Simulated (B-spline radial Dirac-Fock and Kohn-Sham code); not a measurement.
X-ray lines that fill the L1 vacancy in Eu³⁺

System: the Eu³⁺ ion, [Xe] 4f4 6s2 (an excited configuration).

The run's input, task.json:

```json
{"items": [{
  "Z": 63,
  "q": 3,
  "cfg": [[1, 0, 2], [2, 0, 2], [2, 1, 6], [3, 0, 2], [3, 1, 6], [3, 2, 10], [4, 0, 2], [4, 1, 6], [4, 2, 10], [4, 3, 4], [5, 0, 2], [5, 1, 6], [6, 0, 2]],
  "A": 153,
  "rrms": 5.1115,
  "do": ["binding", "quiet", "decay"],
  "holes": ["K", "L1", "L2", "L3", "M1", "M2", "M3", "M4", "M5", "N1", "N2", "N3", "N4", "N5"]
}]}
```

Run with: `python xray_run.py task.json out`

Method: independent-particle rates on relativistic LDA orbitals of the hole state (multipoles up to L = 3, Coulomb Auger matrix elements, transition energies from Dirac-Fock). Computed with a radial B-spline solver.

```tsv
line	multipole	energy (eV)	width (meV)	share (%)
L1-L2	E1	440.7	0.135	0.0362
L1-L3	E1	1080.9	4.45	1.19
Lβ4	E1	6437.4	115	30.6
Lβ3	E1	6570.1	166	44.3
L1-M4	E2	6894.0	2.41	0.645
L1-M5	E2	6922.1	3.61	0.964
Lγ2	E1	7760.9	27.7	7.39
Lγ3	E1	7790.7	41.8	11.2
L1-N4	E2	7916.4	0.332	0.0886
L1-N5	E2	7921.8	0.512	0.137
L1-O2	E1	8052.3	5.11	1.36
Lγ4	E1	8057.3	7.74	2.07
```

The listed lines hold 100.0 % of the radiative rate. The radiative width is 0.374 eV in the length form and 0.375 eV in the velocity form; the two differ because the transition energies are not eigenvalue differences of the potential that gave the orbitals.
